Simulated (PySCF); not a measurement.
**Excitation energy of Ba⁺ by level of theory**

Ba⁺ [Xe] 6s1 (2S) → Ba⁺ [Xe] 6p1 (2P), as a difference of total energies. Computed with PySCF 2.14 in aug-cc-pVTZ-X2C, with the spin-free X2C one-electron Hamiltonian (Gaussian nucleus). The calculations carry no spin-orbit coupling.

| method | excitation energy (eV) | error (eV) |
| --- | --- | --- |
| UHF | 2.379 | -0.273 |
| LDA | 2.588 | -0.064 |
| PBE | 2.399 | -0.253 |
| PBE0 | 2.403 | -0.249 |
| r2SCAN | 2.294 | -0.358 |
| M06-L | 2.161 | -0.491 |
| r2SCAN0 | 2.392 | -0.260 |
| M06 | 2.374 | -0.278 |

Reference: 2.652 eV (measured; NIST levels, between the centres of gravity of the two terms).
